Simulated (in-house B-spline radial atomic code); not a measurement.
Configurations of Zn²⁺, with energies counted from [Ar] 3d10. All numbers are computed (non-relativistic B97-1, spin-polarised, spherical fractional occupations, exact exchange averaged over the configuration; point nucleus) with a B-spline radial code for spherical atoms, not measured. Shells without spins written out take the highest spin.

Occupations are held fixed; configurations that lie above the ionisation limit could autoionise.

```json
{"configuration": "[Ar] 3d9 4p1", "E - E(ref) (eV)": "17.99", "highest orbital": "4p up", "its <r> (bohr)": "2.565"}
{"configuration": "[Ar] 3d9 4d1", "E - E(ref) (eV)": "27.219", "highest orbital": "4d up", "its <r> (bohr)": "3.876"}
{"configuration": "[Ar] 3d9 4f1", "E - E(ref) (eV)": "32.255", "highest orbital": "4f up", "its <r> (bohr)": "5.854"}
{"configuration": "[Ne] 3s2 3p5 3d10 4f1", "E - E(ref) (eV)": "106.95", "highest orbital": "4f up", "its <r> (bohr)": "5.886"}
```

Order these further configurations by energy, lowest first.
A. [Ne] 3s2 3p5 3d10 4s1
B. [Ar] 3d9 4s1
C. [Ne] 3s2 3p5 3d10 4d1
D. [Ne] 3s2 3p5 3d10 4p1

B (10.352 eV), A (84.921 eV), D (92.601 eV), C (101.89 eV).
